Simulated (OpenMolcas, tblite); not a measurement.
How methods differ on CH7NSn (SMILES C[NH][SnH3])

CH7NSn has 10 atoms, charge 0, and is taken as a singlet. As SMILES, `C[NH][SnH3]`. The shape is that of a PBE0-D4/def2-TZVP optimisation.

Quantity: the electronic atomisation energy, in eV. The values are calculated. Electronic energies at fixed atoms, without zero-point motion or spin-orbit coupling.

```tsv
level	kind	program	value (eV)	less CCSD(T)/def2-SVP	CPU time (all runs)
GFN1-xTB	semi-empirical	tblite	36.02	+6.52	3.1 s
HF/def2-SVP (core potential)	Hartree–Fock	OpenMolcas	22.06	-7.44	14 s
SVWN5/def2-SVP (core potential)	LDA	OpenMolcas	35.73	+6.23	42 s
PBE/def2-SVP (core potential)	GGA	OpenMolcas	31.42	+1.92	58 s
TPSS/def2-SVP (core potential)	meta-GGA	OpenMolcas	31.69	+2.19	79 s
BHLYP/def2-SVP (core potential)	global hybrid	OpenMolcas	30.40	+0.90	49 s
CCSD(T)/def2-SVP (core potential)	coupled cluster or CI	OpenMolcas	29.50	0.00	2.1 min
```

CCSD(T)/def2-SVP (core potential) is the highest level here, not the true value. The values span 22.06 to 36.02 eV. In the correlated wave-function rows the outer d shell of Sn is correlated, in sets not made for it. CPU times are rough (shared hosts, several kinds of processor): they show what a rung costs within a factor of a few.
